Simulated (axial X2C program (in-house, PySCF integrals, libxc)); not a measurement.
## AsSe⁺: properties at the nuclei

Calculated with an in-house all-electron X2C program for linear molecules (integrals from PySCF): two-component X2C with atomic mean-field Coulomb and Gaunt terms, Gaussian nuclei, basis Se dyall-cv3z, As dyall-cv3z with contracted cores.

R = 2.062 Å (near the PBE0 minimum at charge 1 of the determinant lowest at the starting distance; the state shown can have its own minimum elsewhere).

Input and command:
```json
{"zs": [34, 33], "q": 1, "bas": ["dyall-cv3z", "dyall-cv3z"], "r0": 2.21, "levels": ["PBE0", "HF", "PBE50", "r2SCAN", "BP86"], "nst": 3}
```
```bash
python soeom.py task.json out
```

Keys: zs atomic numbers; q charge; bas basis sets; r0 starting distance in Å; levels methods; nst determinants followed.

Determinant lowest in the PBE0 search, Ω = 0 (closed shell), highest spinor 59% Se p, 35% As p, 3% As d:

| level | qzz Se (a.u.) | qzz As (a.u.) |
| --- | --- | --- |
| PBE0 | -1.65 | -4.33 |
| HF | -1.55 | -5.41 |
| PBE50 | -1.60 | -4.70 |
| r2SCAN | -1.68 | -4.11 |
| BP86 | -1.68 | -3.95 |

qzz is the electric field gradient, eQq0 = 234.96 MHz × Q/barn × qzz. The operators were transformed with the bare-nucleus X2C matrices; with these basis sets, hyperfine constants and field gradients can be off by tens of per cent, and where levels differ in sign neither size nor sign is settled.

Q: With Q(75As) = 0.311 barn (Q from Pyykkö, Mol. Phys. 2018), turn the PBE0 values of the first state into constants in MHz.

A: eQq0(75As) = 234.96 × (0.311) × (-4.33) = -316 MHz.

Each state is one determinant with collinear spin. The search compared states at one distance, so a state with another bond length can lie lower.
